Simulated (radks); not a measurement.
Results of a calculation; reference values are marked as such.
Species: the iron ion Fe12+. Configuration: [He] 2s2 2p4 3s2 3p2 4f2 (not the ground configuration). Code: a radial shooting solver on a logarithmic mesh with Libxc functionals. Model: non-relativistic Kohn-Sham, TPSS, spin-polarised, spherical densities, point nucleus; open shells are filled with parallel spins first; meta-GGA in the generalised Kohn-Sham scheme.

Unscreened Slater integrals over Kohn-Sham orbitals (cm^-1). They are taken over the spin-up orbitals.

\begin{tabular}{lr}
integral & value \\ \hline
F0(4f,4f) & 163450 \\
F2(4f,4f) & 89226 \\
F4(4f,4f) & 58960 \\
F6(4f,4f) & 43391 \\
F0(4f,3p) & 197210 \\
F2(4f,3p) & 80230 \\
G2(4f,3p) & 60745 \\
G4(4f,3p) & 40694 \\
F0(4f,3s) & 196850 \\
G3(4f,3s) & 50428 \\
F0(4f,2p) & 206370 \\
F2(4f,2p) & 17285 \\
G2(4f,2p) & 2734.2 \\
G4(4f,2p) & 1766.6 \\
F0(3p,3p) & 301790 \\
F2(3p,3p) & 153320 \\
F0(3p,3s) & 297920 \\
G1(3p,3s) & 195460 \\
F0(3p,2p) & 400570 \\
F2(3p,2p) & 96132 \\
G0(3p,2p) & 37900 \\
G2(3p,2p) & 41199 \\
F0(3s,3s) & 294820 \\
F0(3s,2p) & 386930 \\
G1(3s,2p) & 37612 \\
F0(2p,2p) & 887940 \\
F2(2p,2p) & 422520 \\
\end{tabular}

Derived for the open shells (J is the average intra-shell exchange parameter used in DFT+U). 2p: J = F2/5 = 84500 cm^-1; in LS coupling 1D lies 6 F2/25 = 101400 cm^-1 above 3P. 3p: J = F2/5 = 30660 cm^-1; in LS coupling 1D lies 6 F2/25 = 36800 cm^-1 above 3P. 4f: F4/F2 = 0.661, F6/F2 = 0.486, J = (286 F2 + 195 F4 + 250 F6)/6435 = 7438 cm^-1.
